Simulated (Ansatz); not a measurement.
A run for Ansatz (a first-principles code): R-CAM-B3LYP/def2-TZVPP on CH4 (SMILES C).

Ansatz 0.2 input:
```yaml
crystal:
  periodic: [false, false, false]
  atoms:
    - {symbol: C, position_ang: [0.00000000, 0.00000000, -0.00000000]}
    - {symbol: H, position_ang: [0.62892441, 0.62892441, 0.62892441]}
    - {symbol: H, position_ang: [-0.62892441, -0.62892441, 0.62892441]}
    - {symbol: H, position_ang: [0.62892442, -0.62892442, -0.62892441]}
    - {symbol: H, position_ang: [-0.62892442, 0.62892442, -0.62892441]}
basis:
  gaussian:
    orbitals: def2-TZVPP
hamiltonian:
  xc: {name: CAM-B3LYP}
scf: {lower_state_search: off}
```

Program output:

```
WARN ansatz: RAYON_NUM_THREADS=4 ignored (pool sized by the plan → 4); use --threads N
Functional definition: CAM-B3LYP
these checks for a lower state are left out or cut short: stability, starts, cluster_reference, orbital_swaps, neighbouring_geometries, increment
integrals: 0.01 GiB planned
416 factors; their error is unknown
integrals: 0.05 GiB planned
123 factors; integrals over basis functions are off by at most 3.8e-6 eV
mean field: 0.18 GiB planned
mean field evaluation 1: about -1098.8193 eV, gradient 4.0e1 eV
mean field evaluation 2: about -1099.6235 eV, gradient 3.3e1 eV
mean field evaluation 4: about -1102.2012 eV, gradient 8.6e-2 eV
mean field evaluation 8: about -1102.1927 eV, gradient 9.1e-5 eV
mean field -1102.19268565 eV, -40.5048341045 hartree, gradient 2.8e-6 eV, S^2 0.000000; 0 other end points of the search recorded, 0 dependent functions left out
reference -1102.19277689 eV, -40.5048374575 hartree; 5, 5 occupied and 82, 82 virtual orbitals, 416 factors
Total energy: -1102.19277689 eV, -40.5048374575 hartree
Checks for a lower state left out: stability, starts, cluster_reference, orbital_swaps, neighbouring_geometries, increment
```

The run converged.

Cost: about 0.6 core-seconds (a rough figure).
